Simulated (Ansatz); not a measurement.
Gas-phase electronic energies from Ansatz, PBE0-D4/def2-TZVP geometries. CBS: MP2 limit from def2 TZ/QZ plus the TZ coupled-cluster correction, frozen cores. DFT in def2-TZVPP. B3LYP here is the variant with VWN-RPA as its local correlation; programs differ in this. Elements past krypton have def2 core potentials. For Te outer-core shells are correlated without core-valence functions, which leaves a few kJ/mol of doubt a bond. Each species was taken in one conformer, which may not be the lowest.

Reaction (substitution at a C–C bond): `CC(N)S` + `C=C(N)[TeH]` → `C=C(N)[Te]C` + `NCS`

```csv
level,ΔE (eV)
PBE-D4,0.02
r2SCAN,0.04
PBE0,0.05
B3LYP,0.02
CCSD/def2-TZVPP,0.06
HF/def2-QZVPP,0.07
MP2/def2-QZVPP,-0.02
CCSD/CBS(def2),0.01
```

Question: What does CCSD(T)/CBS give? (Estimate.)

Answer: The calculation gave: +0.01 eV. The listed levels differ from it by 0.01, 0.03, 0.04, 0.01, 0.05, 0.06, -0.03, 0.00 eV.

Largest T1 diagnostic among the species: 0.012.
